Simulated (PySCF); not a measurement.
## C₆ coefficients of unlike pairs at LC-wPBE

Calculated with PySCF 2.14 from the dipole response of each species, C₆(A,B) = (3/π) ∫ α_A(iu) α_B(iu) du, in atomic units, from isotropic polarisabilities. For ions this is the dispersion term alone; charge-induced terms of lower order in 1/R come first.

| species | configuration | basis | relativity | α (bohr³) | C₆ (like pair) |
| --- | --- | --- | --- | --- | --- |
| Be | [He] 2s2 (1S) | dyall-av3z (15s9p4d2f) | none | 42.78 | 256.2 |
| S⁺ | [Ne] 3s2 3p3 (4S) | def2-TZVPPD (6s6p4d1f) | none | 10.76 | 52.66 |
| Te | [Kr] 4d10 5s2 5p4 (3P) | x2c-TZVPPall with one added diffuse shell each of s, p, d, f type (9s7p5d3f) | spin-free X2C | 37.15 | 404.5 |
| Fe | [Ar] 3d6 4s2 (5D) | aug-cc-pVTZ (8s7p5d3f2g) | none | 70.99 | 659.2 |

(1) Estimate C₆ for Fe with S⁺.

No spin-orbit coupling is included.

The other pairs:

```tsv
pair	C₆
Fe, Be	409.9
Te, S⁺	143.6
Te, Be	299.3
Fe, Te	485.0
S⁺, Be	99.07
```

## Answers

(1) The integral gives 161.9. The combination rule 2 C_A C_B / (C_A α_B/α_A + C_B α_A/α_B) gives 155.2 and the geometric mean 186.3.
